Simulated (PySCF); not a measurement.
C₂H₇ClSi₂.
SMILES: `[SiH3]/C=C(/[SiH3])Cl`

Jobs on this species (12 atoms, 64 electrons) with PySCF (density fitting). Hardware of each: Arm Neoverse V2, one thread, shared host. Other jobs ran on the host; a repeat could differ by tens of per cent or more. Peak memory is the resident size of the whole Python process, interpreter and libraries included.

```
                                                                 level and settings                                                          work  basis functions  SCF cycles  wall time  peak memory
   delta-SCF UKS B3LYP, pcX-2 on the ionised atom, pcseg-1 elsewhere, spin-free X2C                                 ΔSCF core ionisation, 8 holes              159           ?          ?            ?
     delta-SCF UKS PBE, pcX-2 on the ionised atom, pcseg-1 elsewhere, spin-free X2C                                 ΔSCF core ionisation, 8 holes              159           ?          ?            ?
    delta-SCF UKS SCAN, pcX-1 on the ionised atom, pcseg-1 elsewhere, spin-free X2C                                 ΔSCF core ionisation, 8 holes              139           ?          ?            ?
    delta-SCF UKS SCAN, pcX-2 on the ionised atom, pcseg-1 elsewhere, spin-free X2C                                 ΔSCF core ionisation, 8 holes              159         118       36 s     0.55 GiB
                                                 PBE0-D3(BJ)/def2-SVP, grid level 1  geometry optimisation from a GFN2-xTB start shaken at random              117          34       22 s     0.51 GiB
delta-SCF UKS SCAN, def2-TZVP on the ionised atom, pcseg-1 elsewhere, spin-free X2C                                 ΔSCF core ionisation, 8 holes              136         117       32 s     0.54 GiB
    delta-SCF UKS PBE0, pcX-2 on the ionised atom, pcseg-1 elsewhere, spin-free X2C                                 ΔSCF core ionisation, 8 holes              159         104       46 s     0.69 GiB
      delta-SCF UKS HF, pcX-2 on the ionised atom, pcseg-1 elsewhere, spin-free X2C                                 ΔSCF core ionisation, 8 holes              159         126       36 s     0.54 GiB
 delta-SCF UKS SCAN, pcX-2 on the ionised atom, pcseg-1 elsewhere, non-relativistic                                 ΔSCF core ionisation, 8 holes              159         117       33 s     0.61 GiB
```

**Question.** Fill in the missing figures.

**Answer.** 
- delta-SCF UKS B3LYP, pcX-2 on the ionised atom, pcseg-1 elsewhere, spin-free X2C; ΔSCF core ionisation, 8 holes: 48 s, 0.69 GiB, 105 SCF cycles
- delta-SCF UKS PBE, pcX-2 on the ionised atom, pcseg-1 elsewhere, spin-free X2C; ΔSCF core ionisation, 8 holes: 22 s, 0.55 GiB, 115 SCF cycles
- delta-SCF UKS SCAN, pcX-1 on the ionised atom, pcseg-1 elsewhere, spin-free X2C; ΔSCF core ionisation, 8 holes: 28 s, 0.54 GiB, 117 SCF cycles

**Question.** What do all jobs in the table cost together?

**Answer.** About 5.0 min; the longest takes about 16 % of that, and about 2.2 times as long as the shortest.
